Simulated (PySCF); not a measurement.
VOF₃, SMILES [F][V]([F])(=[O])[F], multiplicity 1. Heavy atoms are numbered as in [V:1](=[O:2])([F:3])([F:4])[F:5].

Geometry optimised at B3LYP-D3(BJ)/def2-SVP. The spin state was assumed, not searched.

All values below come from KT2/pcSseg-1 (PySCF).

GIAO shieldings, no solvent; atoms alike by connectivity are averaged. δ = σ(ref) − σ: ¹⁷O against H2O (σ = 330.4 ppm); ¹⁹F against CFCl3 (σ = 127.1 ppm), references at their B3LYP-D3(BJ)/def2-TZVP geometries, non-relativistic.

Computed chemical shifts:
```tsv
nucleus	atoms	count	δ (ppm)
¹⁷O	O2	1	1180.9
¹⁹F	F3	3	329.4
```
